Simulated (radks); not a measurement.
Values are calculated unless marked as measured or tabulated.
Task: Cu, 29 electrons, occupied as [Ar] 3d10 4s1. Level of theory: non-relativistic Kohn-Sham, PBEsol, spin-polarised, spherical densities, point nucleus; open shells are filled with parallel spins first (a radial shooting solver on a logarithmic mesh with Libxc functionals). Some entries of the table are withheld. Estimate them.

orbital  occ.  eigenvalue (eV)  <r> (bohr)
1s up       1        -8738.405     0.05294
1s down     1        -8738.375     0.05294
2s down     1        -1038.812      0.2388
2s up       1        -1038.767      0.2388
2p down     3        -910.9984      0.2079
2p up       3        -910.9713      0.2079
3s down     1        -110.6020      0.7228
3s up       1        -110.5459      0.7232
3p down     3         -70.9018      0.7542
3p up       3         -70.8616      0.7551
3d up       5              (1)       1.055
3d down     5              (2)       1.023
4s up       1          -4.8520       2.945
4s down     0          -3.7936       2.992

Result: 
(1) 3d up eigenvalue (eV): -5.2310
(2) 3d down eigenvalue (eV): -5.0782
